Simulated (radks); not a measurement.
These are the eigenvalues of the occupied orbitals of an atom or ion with whole-number occupations (hartree). Method: scalar-relativistic Kohn-Sham, PBE, spin-unpolarised, spherical densities, point nucleus; computed with a radial shooting solver on a logarithmic mesh with Libxc functionals.

1s: -1117.682
2s: -173.4300
2p: -156.0997
3s: -37.12585
3p: -31.47663
3d: -22.86480
4s: -9.20701
4p: -7.44393
4d: -4.83566

Which element is it, and in what charge state? The configuration may be excited.

Answer. Z = 51, antimony, charge +7: Sb7+ in [Kr] 4d8. The list shows which subshells hold electrons but not how many an open one holds; the 1s level, -1117.7 hartree, gives Z - s = 47.3 by -(Z - s)^2/2, which with screening and relativity narrows Z to a few neighbours, and the depths of the outer levels then fix element, charge and occupations together.
